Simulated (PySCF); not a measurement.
Isomers of C3H9NOSi, one GFN2-xTB conformer each. Single-point energies are computed at PBE0/pcSseg-1 (PySCF, gas phase, no added dispersion term), electronic only.

Question: Rank them by PBE0/pcSseg-1 energy, lowest first (kJ/mol).
A. `[NH2:1][Si@H:2]1[CH2:3][CH2:4][CH2:5][O:6]1` with H–N1–Si2–C3 85° and -141°, N1–Si2–C3–C4 96°, Si2–C3–C4–C5 32°, C3–C4–C5–O6 -41°, C4–C5–O6–Si2 29°
B. `[CH3:1][C:2](=[O:3])[N:4]([CH3:5])[SiH3:6]` with C1–C2–N4–C5 0°
C. `[CH3:1][N:2]([CH3:3])[SiH2:4][CH:5]=[O:6]` with C1–N2–Si4–C5 -42°, N2–Si4–C5–O6 146°
D. `[CH3:1][N:2]([CH3:3])[C:4](=[O:5])[SiH3:6]` with C1–N2–C4–O5 180°
E. `[CH3:1][SiH2:2][NH:3][C:4]([CH3:5])=[O:6]` with C1–Si2–N3–C4 -67°, Si2–N3–C4–C5 180°
F. `[CH3:1]/[N:2]=[CH:3]/[CH2:4][O:5][SiH3:6]` with N2–C3–C4–O5 -149°, C3–C4–O5–Si6 173°
G. `[H]/[N:1]=[CH:2]\[CH2:3][CH2:4][O:5][SiH3:6]` with N1–C2–C3–C4 128°, C2–C3–C4–O5 64°, C3–C4–O5–Si6 -175°

Answer: A (0.0), E (26.8), B (104.2), D (192.4), G (206.2), F (217.1), C (242.0).

As drawn, the lowest has an N–H bond and an Si–O bond, which the highest lacks; the highest has a C=O bond, which the lowest lacks. GFN2-xTB itself gives, in the same order: 0.0, 63.3, 28.8, 156.0, 110.8, 94.6, 220.0. Both levels put the same isomer lowest; measured from each level's own lowest isomer, the values differ by up to 122.5 kJ/mol (C/N=C/CO[SiH3]: 94.6 against 217.1).

Q: Which frontier levels, dipoles and rotational constants go with these structures?

A: 
```tsv
SMILES	HOMO (eV, PBE0/pcSseg-1)	LUMO (eV)	dipole (D)	A, B, C (MHz)
N[Si@H]1CCCO1	-7.29	1.15	1.14	4937, 2531, 2064
C[SiH2]NC(C)=O	-7.47	0.45	3.19	5746, 1714, 1531
CC(=O)N(C)[SiH3]	-7.45	0.45	3.61	4199, 2590, 1668
CN(C)C(=O)[SiH3]	-6.85	0.02	3.73	4433, 2132, 1491
[H]/N=C\CCO[SiH3]	-7.17	0.00	2.97	8380, 1149, 1066
C/N=C/CO[SiH3]	-7.21	-0.12	0.63	17756, 920.0, 904.9
CN(C)[SiH2]C=O	-6.62	-1.45	3.25	5989, 1602, 1344
```
